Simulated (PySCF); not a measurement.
Isomers of [C5H3O4]- (charge -1), one GFN2-xTB conformer each. Single-point energies are computed at PBE0/pcSseg-1 (PySCF, gas phase, no added dispersion term), electronic only.

```
           SMILES  GFN2-xTB relative energy (kcal/mol)
O=C(O)c1ccoc1[O-]                                  0.0
  O=COc1ccoc1[O-]                                 14.9
```

Conformers: `[O:1]=[C:2]([OH:3])[c:4]1[cH:5][cH:6][o:7][c:8]1[O-:9]` (charge -1) with O1–C2–O3–H 0°, O1–C2–C4–C5 0°; `[O:1]=[CH:2][O:3][c:4]1[cH:5][cH:6][o:7][c:8]1[O-:9]` (charge -1) with O1–C2–O3–C4 0°, C2–O3–C4–C5 0°.

Q: What does PBE0/pcSseg-1 give for the same structures?

A: 
```tsv
SMILES	PBE0/pcSseg-1 E (Eh)	PBE0/pcSseg-1 (kcal/mol)	GFN2-xTB (kcal/mol)	point group
O=C(O)c1ccoc1[O-]	-492.72098	0.0	0.0	Cs
O=COc1ccoc1[O-]	-492.66835	33.0	14.9	Cs
```

Both levels put the same isomer lowest. As drawn, the lower has an O–H bond, which the higher lacks.
